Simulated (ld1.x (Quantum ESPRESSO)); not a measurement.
**Cutoff test, titanium (Ti), TM**

ld1.x (Quantum ESPRESSO) 7.5 input, shortened:

```
&input
   title='Ti', zed=22., rel=2, dft='REVPBE', iswitch=3,
   config='[Ar] 3d2 4s2 4p0', rel_dist='average'
 /
 &inputp
   pseudotype=2, tm=.true., lloc=0,
   nlcc=.false.
 /
3
4P  2  1   0.00   0.00  3.35  3.35  0.0
3D  3  2   2.00   0.00  2.60  2.60  0.0
4S  1  0   2.00   0.00  2.05  2.05  0.0
 &test
   configts(1)='3d2 4s2 4p0'
 /
```

Open shells are filled in proportion to 2j + 1 (rel_dist='average').

The pseudo-atom Hamiltonian at the reference potential is diagonalised in spherical Bessel functions j_l(qr) that vanish at 20 bohr, with q² up to the cutoff. All-electron valence levels (Ry): 4p1/2 -0.1082, 4p3/2 -0.1063, 3d3/2 -0.3115, 3d5/2 -0.3081, 4s -0.3254.

Question: How do the lowest levels (Ry) of each channel move with the cutoff, and are there ghosts?

Answer:

```csv
cutoff (Ry),p1/2 #1,p1/2 #2,p3/2 #1,d3/2 #1,d5/2 #1,s #1,s #2,f #1,f #2,Σ f·Δε (mRy)
8,-0.1081,0.0386,-0.1062,0.0357,0.0357,-0.3026,-0.0008,0.0997,0.2169,735.7
12,-0.1081,0.0386,-0.1062,0.0334,0.0334,-0.3156,-0.0028,0.0997,0.2169,705.2
15,-0.1081,0.0386,-0.1062,0.0279,0.0278,-0.3208,-0.0036,0.0997,0.2169,683.7
21,-0.1081,0.0386,-0.1062,-0.1651,-0.1636,-0.3241,-0.0042,0.0997,0.2169,293.0
30,-0.1081,0.0386,-0.1062,-0.2940,-0.2909,-0.3246,-0.0043,0.0997,0.2169,36.1
40,-0.1081,0.0386,-0.1062,-0.3111,-0.3077,-0.3251,-0.0043,0.0997,0.2169,1.4
45,-0.1081,0.0386,-0.1062,-0.3113,-0.3079,-0.3251,-0.0043,0.0997,0.2169,0.9
55,-0.1081,0.0386,-0.1062,-0.3114,-0.3080,-0.3252,-0.0044,0.0997,0.2169,0.5
400,-0.1081,0.0386,-0.1062,-0.3115,-0.3081,-0.3254,-0.0044,0.0997,0.2169,0.0
```

Result: no extra level below or beside the all-electron valence levels (p1/2, p3/2, d3/2, d5/2, s, f tested); 10 mRy is reached at 35 Ry and 1 mRy at 45 Ry.

Its largest configuration-test error is +414 meV.
